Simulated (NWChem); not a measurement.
System: GeCl₂, singlet; SMILES [Cl][Ge][Cl]

Parts of the log:

```
             Northwest Computational Chemistry Package (NWChem) 7.3.0
             --------------------------------------------------------

                             Geometry "geometry" -> ""
                             -------------------------

 Output coordinates in angstroms (scale by  1.889725989 to convert to a.u.)

  No.       Tag          Charge          X              Y              Z
 ---- ---------------- ---------- -------------- -------------- --------------
    1 Ge                  32.0000     0.00000000     0.00000000     0.72959800
    2 Cl                  17.0000    -1.71378900     0.00000000    -0.68192000
    3 Cl                  17.0000     1.71378900     0.00000000    -0.68192000

 Effective nuclear repulsion energy (a.u.)     303.9349110725

  xc_inp: hfexch multiplicative factor not found.
                              NWChem Property Module
                              ----------------------

  itol2e modified to match energy
  convergence criterion.

                                 NWChem DFT Module
                                 -----------------

 Summary of "ao basis" -> "ao basis" (spherical)
 ------------------------------------------------------------------------------
       Tag                 Description            Shells   Functions and Types
 ---------------- ------------------------------  ------  ---------------------
 Ge                          6-31g*                 12       32   5s4p3d
 Cl                          6-31g*                  8       18   4s3p1d

  itol2e modified to match energy
  convergence criterion.

            General Information
            -------------------
          SCF calculation type: DFT
          Wavefunction type:  closed shell.
          No. of atoms     :     3
          No. of electrons :    66
           Alpha electrons :    33
            Beta electrons :    33
          Charge           :     0
          Spin multiplicity:     1
          Use of symmetry is: off; symmetry adaption is: off
          Maximum number of iterations: 150
          AO basis - number of functions:    68
                     number of shells:    28
          Convergence on energy requested:  1.00D-07
          Convergence on density requested:  1.00D-05
          Convergence on gradient requested:  5.00D-04

              XC Information
              --------------
                     Hartree-Fock (Exact) Exchange  1.000

      Superposition of Atomic Density Guess
      -------------------------------------

 Sum of atomic energies:       -2993.92260191

      Non-variational initial energy
      ------------------------------

 Total energy =   -2994.122323
 1-e energy   =   -4770.976743
 2-e energy   =    1472.919509
 HOMO         =      -0.296639
 LUMO         =      -0.049127

   convergence    iter        energy       DeltaE   RMS-Dens  Diis-err
 ---------------- ----- ----------------- --------- --------- ---------
 d= 0,ls=0.0,diis     1  -2994.0745445353 -3.30D+03  1.23D-02  2.36D-01
 d= 0,ls=0.0,diis     2  -2994.1139804475 -3.94D-02  3.34D-03  7.70D-02
 d= 0,ls=0.0,diis     3  -2994.1241717313 -1.02D-02  8.88D-04  1.94D-03
 d= 0,ls=0.0,diis     4  -2994.1246477694 -4.76D-04  6.59D-04  3.36D-04
 d= 0,ls=0.0,diis     5  -2994.1247925553 -1.45D-04  2.38D-04  2.41D-05
  Resetting Diis
 d= 0,ls=0.0,diis     6  -2994.1248078350 -1.53D-05  5.38D-05  1.47D-06
 d= 0,ls=0.0,diis     7  -2994.1248087511 -9.16D-07  7.31D-06  1.01D-07
 d= 0,ls=0.0,diis     8  -2994.1248087950 -4.40D-08  4.12D-06  2.08D-08

         Total DFT energy =    -2994.124808795039
      One electron energy =    -4770.233931294159
           Coulomb energy =     1604.780632452368
    Exchange-Corr. energy =     -132.606421025724
 Nuclear repulsion energy =      303.934911072477

 Numeric. integr. density =        0.000000000000

                       DFT Final Molecular Orbital Analysis
                       ------------------------------------

 Vector   31  Occ=2.000000D+00  E=-4.610225D-01
              MO Center=  5.7D-13, -6.6D-15, -6.5D-01, r^2= 4.1D+00
   Bfn.  Coefficient  Atom+Function         Bfn.  Coefficient  Atom+Function
  ----- ------------  ---------------      ----- ------------  ---------------
    40      0.500883  2 Cl py                58     -0.500883  3 Cl py
    44      0.300353  2 Cl py                62     -0.300353  3 Cl py
    36     -0.194919  2 Cl py                54      0.194919  3 Cl py
    28     -0.049913  1 Ge d -2              18      0.028374  1 Ge d -2

 Vector   32  Occ=2.000000D+00  E=-4.496727D-01
              MO Center= -6.5D-14,  7.2D-15, -6.4D-01, r^2= 4.2D+00
   Bfn.  Coefficient  Atom+Function         Bfn.  Coefficient  Atom+Function
  ----- ------------  ---------------      ----- ------------  ---------------
    39      0.435459  2 Cl px                57      0.435459  3 Cl px
    41     -0.282344  2 Cl pz                59      0.282344  3 Cl pz
    43      0.245531  2 Cl px                61      0.245531  3 Cl px
    45     -0.169789  2 Cl pz                63      0.169789  3 Cl pz
    35     -0.168685  2 Cl px                53     -0.168685  3 Cl px

 Vector   33  Occ=2.000000D+00  E=-3.929420D-01
              MO Center=  2.7D-15, -6.7D-15,  4.0D-01, r^2= 3.9D+00
   Bfn.  Coefficient  Atom+Function         Bfn.  Coefficient  Atom+Function
  ----- ------------  ---------------      ----- ------------  ---------------
    10      0.506557  1 Ge s                 13     -0.388255  1 Ge pz
    41      0.347729  2 Cl pz                59      0.347729  3 Cl pz
    14     -0.271866  1 Ge s                 45      0.222266  2 Cl pz
    63      0.222266  3 Cl pz                 6     -0.201364  1 Ge s
     9      0.147199  1 Ge pz                39      0.136599  2 Cl px

 Vector   34  Occ=0.000000D+00  E=-1.276861D-02
              MO Center= -2.3D-15,  6.1D-15,  7.0D-01, r^2= 3.6D+00
   Bfn.  Coefficient  Atom+Function         Bfn.  Coefficient  Atom+Function
  ----- ------------  ---------------      ----- ------------  ---------------
    16      0.598526  1 Ge py                12      0.585099  1 Ge py
     8     -0.223685  1 Ge py                44     -0.221243  2 Cl py
    62     -0.221243  3 Cl py                40     -0.176614  2 Cl py
    58     -0.176614  3 Cl py                36      0.068972  2 Cl py
    54      0.068972  3 Cl py                 4      0.066728  1 Ge py

[...]

          -----------------------
          Electric field gradient
          -----------------------

 1 a.u. = 0.324123 10**(16) esu/cm**3  ( or statvolts/cm**2 ) = 0.97174 10**(22) v/m**2

 ------------------------------------------------------------
   Atom      X         Y         Z
 ------------------------------------------------------------
    1 Ge   0.00000   0.00000   1.37874
 ------------------------------------------------------------

 Electric field gradient in molecular frame (a.u.)
         XX             YY             ZZ             XY             XZ             YZ
 ------------------------------------------------------------------------------------------
        0.401213      -2.470709       2.069496       0.000000      -0.000000      -0.000000

 Principal components (a.u.) and orientation
 of principal axis w.r.t. absolute frame                      Asymmetry parameter eta
 --------------------------------------------------------------------------------------
       -2.470709       2.069496       0.401213                       0.675225

        0.000000      -0.000000       1.000000
        1.000000      -0.000000       0.000000
       -0.000000       1.000000      -0.000000

 ------------------------------------------------------------
   Atom      X         Y         Z
 ------------------------------------------------------------
    2 Cl  -3.23859   0.00000  -1.28864
 ------------------------------------------------------------

 Electric field gradient in molecular frame (a.u.)
         XX             YY             ZZ             XY             XZ             YZ
 ------------------------------------------------------------------------------------------
       -0.608819       0.405428       0.203391       0.000000      -1.342630      -0.000000

 Principal components (a.u.) and orientation
 of principal axis w.r.t. absolute frame                      Asymmetry parameter eta
 --------------------------------------------------------------------------------------
       -1.605418       1.199990       0.405428                       0.494925

        0.802968      -0.596022      -0.000000
        0.000000      -0.000000       1.000000
        0.596022       0.802968       0.000000

 ------------------------------------------------------------
   Atom      X         Y         Z
 ------------------------------------------------------------
    3 Cl   3.23859   0.00000  -1.28864
 ------------------------------------------------------------

 Electric field gradient in molecular frame (a.u.)
         XX             YY             ZZ             XY             XZ             YZ
 ------------------------------------------------------------------------------------------
       -0.608819       0.405428       0.203391       0.000000       1.342630      -0.000000

 Principal components (a.u.) and orientation
 of principal axis w.r.t. absolute frame                      Asymmetry parameter eta
 --------------------------------------------------------------------------------------
       -1.605418       1.199990       0.405428                       0.494925

        0.802968       0.596022       0.000000
        0.000000       0.000000       1.000000
       -0.596022       0.802968       0.000000
```

Level: Hartree-Fock/6-31G* (spherical d). Low-valent species are run as closed-shell singlets; no triplet was tried in these runs. Geometry: optimised at B3LYP/6-31G* (spherical d). NWChem prints the field gradient with the sign opposite to the second derivative of the potential.

Question: Which NWChem input produces such a log?

Answer: This is not unique; one that fits is the input that was run:
```
start job
memory heap 200 mb stack 900 mb global 1100 mb
geometry units angstroms noautosym nocenter noautoz
  Ge     0.000000     0.000000     0.729598
  Cl    -1.713789     0.000000    -0.681920
  Cl     1.713789     0.000000    -0.681920
end
basis spherical
  Ge library 6-31g*
  Cl library 6-31g*
end
dft
  xc hfexch
  iterations 150
end
property
  efieldgrad
end
task dft property
```
